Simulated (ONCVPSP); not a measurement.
## LDA (Perdew-Wang 92) ONCV dataset for hydrogen, scalar-relativistic all-electron reference.

ONCVPSP 4.0.1 was run on this input:

```
# ATOM AND REFERENCE CONFIGURATION
# atsym  z   nc   nv     iexc    psfile
  H 1.00    0    1  -001012      upf
#
#   n    l    f
    1    0    1.00
#
# PSEUDOPOTENTIAL AND OPTIMIZATION
# lmax
    1
#
#   l,   rc,      ep,       ncon, nbas, qcut
    0    1.50    0.00    4    8    9.90
    1    1.50    0.24    4    7    4.90
#
# LOCAL POTENTIAL
# lloc, lpopt,  rc(5),   dvloc0
    4    2    1.15    0.00
#
# VANDERBILT-KLEINMAN-BYLANDER PROJECTORs
# l, nproj, debl
    0    2    3.30
    1    1    2.30
#
# MODEL CORE CHARGE
# icmod, fcfact, rcfact
    0    0.00    0.00
#
# LOG DERIVATIVE ANALYSIS
# epsh1, epsh2, depsh
   -2.00    5.00    0.02
#
# OUTPUT GRID
# rlmax, drl
    6.00    0.01
#
# TEST CONFIGURATIONS
# ncnf
    1
# nvcnf
#   n    l    f
    1
    1    0    0.50
#
```

Command:

```bash
oncvpsp.x < H.dat > H.out
```

Resulting log (shortened: citation, most of the input echo, consistency checks and plot data are left out):

```
ONCVPSP  (Optimized Norm-Conservinng Vanderbilt PSeudopotential)
scalar-relativistic version 4.0.1

#   n    l    f        energy (Ha)
    1    0    1.00    -2.3345876E-01

Reference configufation results
  iterations    20
  all-electron total energy (Ha)   -4.45672080D-01

Begin loop to  construct optimized pseudo wave functions
and semi-local pseudopoentials for all angular momenta

   Wellstate for l =  0  n =  3
     eigenvalue =   3.0665
     asymptotic potential =   3.5665
     half-point radius =  2.7058

Calculating optimized projector #   1

 for l=   0

    Fraction of norm inside rc  0.515291
    Optimizing pswf for qcut=   9.90 a_B^-1,  ecut=  49.01 Ha
    Residual kinetic energy error=  1.98D-10 Ha

    Energy error per electron        Cutoff
         Ha          eV             Ha
         0.01000     0.27211        7.64
         0.00100     0.02721       15.37
         0.00010     0.00272       22.75
         0.00001     0.00027       29.31

Calculating optimized projector #   2

 for l=   0

    Fraction of norm inside rc  0.180966
    Optimizing pswf for qcut=   9.90 a_B^-1,  ecut=  49.01 Ha
    Residual kinetic energy error=  3.19D-08 Ha

    Energy error per electron        Cutoff
         Ha          eV             Ha
         0.01000     0.27211       12.80
         0.00100     0.02721       20.99
         0.00010     0.00272       28.43
         0.00001     0.00027       36.71

   Wellstate for l =  1  n =  2
     eigenvalue =   0.2400
     asymptotic potential =   0.7400
     half-point radius =  4.6948

Calculating optimized projector #   1

 for l=   1

    Fraction of norm inside rc  0.070184
    Optimizing pswf for qcut=   4.89 a_B^-1,  ecut=  11.98 Ha
    Residual kinetic energy error=  9.13D-06 Ha

    Energy error per electron        Cutoff
         Ha          eV             Ha
         0.01000     0.27211        1.32
         0.00100     0.02721        3.37
         0.00010     0.00272        7.26
         0.00001     0.00027       11.81

Construct Vanderbilt / Kleinmman-Bylander projectors

B matrix Hermiticity error, ll=   0
   1   2   -3.3711E-05

  Orthonormal projector coefficients -2.0696E+00 -4.1980E-01

Pseudoatom total energy   -0.445332

Diagnostic tests using Vanderbilt-Kleinman-Bylander pseudopotentials
  1 or more projectors used as specified by nproj input data

   l    rcore       rmatch      e in        delta e   norm test  slope test

   0   1.5062212   1.5519534  -0.2334588  -0.0000009   1.0000049   1.0000111
   0   1.5062212   1.5519534   3.0665412   0.0000375   1.0000260   1.0000260

   1   1.5062212   1.5519534   0.2400000   0.0000021   1.0000004   1.0000004

 Testing for bound ghosts
   n   l    E NL Schr. Eq   E Basis Diag.   E Cutoff

   1   0       -0.233460       -0.219830    115.09

 Testing for highly-localized positive-energy ghosts
       l    <radius>/rc     E Basis Diag.   E Cutoff

Test configuration 0

   n   l     f        eae           eps        diff
   1   0  1.0000   -0.23345876   -0.23345970   -9.44D-07

    Total energies and differences
      AE_ref= -4.45672080D-01  AE_tst= -4.45672080D-01  dif=  0.00D+00
      PS_ref= -4.45331761D-01  PS_tst= -4.45331761D-01  dif= -1.11D-16
      PSP excitation error=  1.11D-16

Test configuration 1

   n   l     f        eae           eps        diff
   1   0  0.5000   -0.45310618   -0.45280042    3.06D-04

    Total energies and differences
      AE_ref= -4.45672080D-01  AE_tst= -2.75090234D-01  dif=  1.71D-01
      PS_ref= -4.45331761D-01  PS_tst= -2.74809285D-01  dif=  1.71D-01
      PSP excitation error=  5.94D-05
```

The run took about 1.1 s on one core of a shared server CPU.
